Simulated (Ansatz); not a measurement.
Mulliken charges of `C[O][Sn][OH]` from ωB97M-V/def2-TZVPP in Ansatz (PBE0-D4/def2-TZVP geometry).

```csv
atom,x (Å),y (Å),z (Å),charge (e)
C1,-0.264,1.005,0.069,-0.202
O2,0.856,0.516,0.752,-0.550
Sn3,1.542,-1.343,0.745,0.814
O4,0.192,-2.146,-0.461,-0.569
H5,-1.194,0.510,0.380,0.108
H6,-0.376,2.073,0.281,0.115
H7,-0.171,0.894,-1.020,0.108
H8,-0.493,-1.565,-0.801,0.176
```

**Question.** By hand: the dipole of these point charges (1 e Å = 4.8032 D).

**Answer.** Σ q r = (0.451, -0.244, 0.263) e Å, of length 0.576 e Å = 2.77 D.

**Question.** How does the dipole of the full density compare? (Best estimate.)

**Answer.** The calculation gave: (0.014, 0.066, 0.029) e Å, 0.35 D; the point charges give 7.91 times that, at 93° from its direction.

Point charges leave out the atoms' own dipoles, such as those of lone pairs, and Mulliken's split depends on the basis, so the two needn't agree.
